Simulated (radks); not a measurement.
The praseodymium ion Pr9+, configuration [Kr] 4d10 4f2 5s2 (the NIST ground configuration). All-electron calculation, scalar-relativistic Kohn-Sham, r2SCAN, spin-unpolarised, spherical densities, finite nucleus; meta-GGA in the generalised Kohn-Sham scheme; Fermi nuclear charge, rms radius 4.8919 fm. Program: a radial shooting solver on a logarithmic mesh with Libxc functionals.

Normalised radial functions P(r) = r R(r), r in bohr:

r              4p       5s
0.003731   0.0187   0.1124
0.004897   0.0298   0.1325
0.006428   0.0471   0.1518
0.008437   0.0736   0.1669
0.01099    0.1118   0.1726
0.01442    0.1683   0.1623
0.01893    0.2452   0.1272
0.02465    0.3387   0.0628
0.03235    0.4442  -0.0353
0.04246    0.5315  -0.1517
0.05574    0.5510  -0.2498
0.07258    0.4431  -0.2730
0.09526    0.1537  -0.1689
0.125     -0.2851   0.0657
0.1628    -0.6916   0.3158
0.2137    -0.8079   0.3968
0.2805    -0.3965   0.1473
0.3682     0.4377  -0.3199
0.4794     1.1973  -0.5975
0.6293     1.4347  -0.3438
0.826      1.0769   0.3516
1.076      0.5460   0.9342
1.412      0.1729   1.0111
1.853      0.0318   0.6277
2.432      0.0029   0.2210
3.167      0.0001   0.0423
4.157      0.0000   0.0034

4p: eigenvalue -349.06 eV, 2 radial nodes at r = 0.106, 0.322 bohr, <r> = 0.655 bohr, 90 % of the charge inside 0.950 bohr. 5s: eigenvalue -152.19 eV, 4 radial nodes at r = 0.0296, 0.117, 0.307, 0.727 bohr, <r> = 1.34 bohr, 90 % of the charge inside 1.89 bohr.
